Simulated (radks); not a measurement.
Values are calculated unless marked as measured or tabulated.
Initial-state core-level shifts of neutral arsenic when its valence configuration changes from [Ar] 3d10 4s2 4p3. Code: a radial shooting solver on a logarithmic mesh with Libxc functionals. Model: scalar-relativistic Kohn-Sham, PBEsol, spin-polarised, spherical densities, point nucleus; open shells are filled with parallel spins first. Shifts are changes of the shell-averaged eigenvalues in eV (positive: less bound).

valence                1s       2s       3s       3p
3d9 4s2 4p4       -13.063  -14.426  -11.584  -11.346
3d7 4s2 4p6       -41.366  -45.932  -35.329  -34.638
3d10 4s1.5 4p3.5   -0.905   -0.878   -0.900   -0.896
3d9.5 4s2 4p3.5    -6.447   -7.106   -5.771   -5.652
3d10 4s1 4p4       -1.806   -1.751   -1.796   -1.789
3d8 4s1 4p6       -28.359  -31.232  -24.857  -24.376
3d8 4s2 4p5       -26.841  -29.733  -23.360  -22.888
3d10 4p5           -3.720   -3.602   -3.668   -3.652
3d7.5 4s1.5 4p6   -34.743  -38.450  -30.044  -29.456
